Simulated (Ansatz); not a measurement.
Reaction (hydrogenolysis of a C–C bond): `CC(C)(C)C[Si](Cl)(Cl)Cl` + H₂ → `C[Si](Cl)(Cl)Cl` + `CC(C)C`

Calculated with Ansatz (gas phase, PBE0-D4/def2-TZVP geometries, no zero-point term in ΔE). CCSD(T)/CBS is the MP2 limit (def2-TZVPP, def2-QZVPP) plus CCSD(T) − MP2 in def2-TZVPP, frozen cores. This one scheme is used for every species. Functionals use def2-TZVPP. HSE06 is defined as in plane-wave codes. Each species was taken in one conformer, which may not be the lowest.

Problem. Is it downhill or uphill in electronic energy at CCSD(T)/CBS, and by how much? (Best estimate.)

Solution. Ansatz gave: Downhill: ΔE = -64.8 kJ/mol.

Problem. What do these levels give: HSE06-D4, r2SCAN0, MP2/def2-SVP, MP2/def2-TZVPP, CCSD(T)/def2-TZVPP, HF/CBS(def2)? (An estimate is asked.)

Solution. Ansatz gave: HSE06-D4 -71.4, r2SCAN0 -81.2, MP2/def2-SVP -53.0, MP2/def2-TZVPP -56.1, CCSD(T)/def2-TZVPP -64.7, HF/CBS(def2) -116.4 kJ/mol.

Largest T1 diagnostic among the species: 0.009.

In def2-TZVPP, CCSD(T) changes the Hartree–Fock value by +50.8 kJ/mol (the triples alone add +9.4 kJ/mol) and MP2 by +59.4 kJ/mol. From BLYP to BHLYP (50 % exact exchange), in def2-TZVPP and without D4, ΔE moves by +3.1 kJ/mol.
